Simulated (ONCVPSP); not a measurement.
## Configuration tests for oxygen (ONCV)

oxygen (O), optimised norm-conserving Vanderbilt (ONCV), made with ONCVPSP 4.0.1 (PBE, scalar-relativistic). Core [He], reference 2s2 2p4. Waves: 2s: rc 0.85 bohr, ncon 4, nbas 8, qcut 8.3 1/bohr, 3 projectors, debl 1.7 Ha; 2p: rc 1.45 bohr, ncon 3, nbas 6, qcut 9.8 1/bohr, 1 projector; d scattering state at 0.15 Ha: rc 1.20 bohr, ncon 4, nbas 9, qcut 9.4 1/bohr, 2 projectors, debl 1.5 Ha. Local part: polynomial inside 0.75 bohr (lpopt 5, dvloc0 0 Ha). Core correction: Teter function, fcfact 4.25, rcfact 1.25.

Energies are relative to the spin-unpolarised reference configuration 2s2 2p4; without spin polarisation the order of configurations can differ from experiment.

| valence configuration | charge | ΔE all-electron (eV) | error AE − PS (meV) |
| --- | --- | --- | --- |
| 2s2 2p2 | +2 | 50.017 | +143 |
| 2s2 2p1 | +3 | 103.885 | +667 |

Q: What are ΔE and the potential's error for 2s1 2p4?

A: ΔE = 31.659 eV all-electron; the error (AE − PS) is -34 meV.

Q: What are ΔE and the potential's error for 2s2 2p3?

A: ΔE = 16.431 eV all-electron; the error (AE − PS) is +13 meV.

Levels in the configuration 2s2 2p3:

```csv
level,all-electron (eV),pseudo (eV)
2s,-39.664,-39.685
2p,-24.450,-24.406
```

Note: ghosts flagged at negative energy: s at -1856.2 eV; no localised positive-energy state flagged. A true bound ghost makes a file unfit for plane-wave use.
